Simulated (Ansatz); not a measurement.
H2InS2, SMILES `[SH][In][SH]` radical. Total charge 0; spin multiplicity 2. In takes the def2 core potential. Geometry: relaxed with PBE0-D4/def2-TZVP. It is one conformer, not always the lowest.

```xyz
5

S    -0.929    1.073   -1.078
In   -0.581   -0.828    0.397
S     1.654   -1.060    1.318
H    -2.218    0.773   -1.304
H     2.074    0.041    0.668
```

(1) What is the dipole moment at PBE/def2-TZVPP? (Best estimate.)

(2) And with r2SCAN, B3LYP, ωB97M-V? (Estimate.)

(3) Give the Mulliken charges with PBE, ωB97M-V, B3LYP in def2-TZVPP. (Estimate.)

## Answers

(1) Computed: 1.71 D, with components (-1.59, -0.62, -0.10) D in this frame, pointing from negative to positive charge.

(2) Ansatz gave: r2SCAN 1.84 D, B3LYP 1.87 D, ωB97M-V 1.93 D.

(3) The calculation gave: 
```
atom    PBE  ωB97M-V  B3LYP
  S1  -0.35    -0.35  -0.36
 In2   0.47     0.46   0.50
  S3  -0.36    -0.35  -0.36
  H4   0.12     0.12   0.11
  H5   0.12     0.12   0.11
```

B3LYP here is the variant with VWN-RPA as its local correlation; programs differ in this.
